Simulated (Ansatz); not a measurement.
`CC(C)(C)[O][GeH]` at its PBE0-D4/def2-TZVP geometry, where that method's forces vanish. Charge 0, multiplicity 1.

```xyz
16

C     1.0064    0.9850    0.0621
C     0.0573   -0.1895   -0.1221
C     0.8269   -1.5001   -0.1401
C    -1.0019   -0.2066    0.9697
O    -0.5761   -0.0992   -1.4055
Ge   -1.6311    1.1358   -2.1185
H     1.5352    0.9081    1.0149
H     0.4552    1.9283    0.0554
H     1.7463    1.0012   -0.7414
H     0.1444   -2.3360   -0.3054
H     1.3485   -1.6577    0.8069
H     1.5628   -1.4943   -0.9465
H    -1.6920   -1.0386    0.8121
H    -0.5407   -0.3241    1.9530
H    -1.5676    0.7281    0.9699
H    -1.6736    2.1594   -0.8644
```

(1) What forces (eV/Å) does r2SCAN-D4/def2-TZVPP give on these atoms in Ansatz? (Estimate.)

## Answers

(1) Ansatz gave: 
```
C1   0.088  0.131  0.007
C2   0.134 -0.012  0.279
C3   0.078 -0.142 -0.013
C4  -0.121  0.007  0.101
O5  -0.119 -0.025 -0.297
Ge6 -0.063  0.077 -0.036
H7  -0.008 -0.005 -0.013
H8   0.007 -0.019  0.000
H9  -0.007 -0.002  0.007
H10  0.008  0.010  0.003
H11 -0.010  0.006 -0.015
H12 -0.008  0.000  0.010
H13  0.008  0.007  0.000
H14 -0.001 -0.001 -0.016
H15  0.012 -0.016 -0.003
H16  0.002 -0.015 -0.016
```
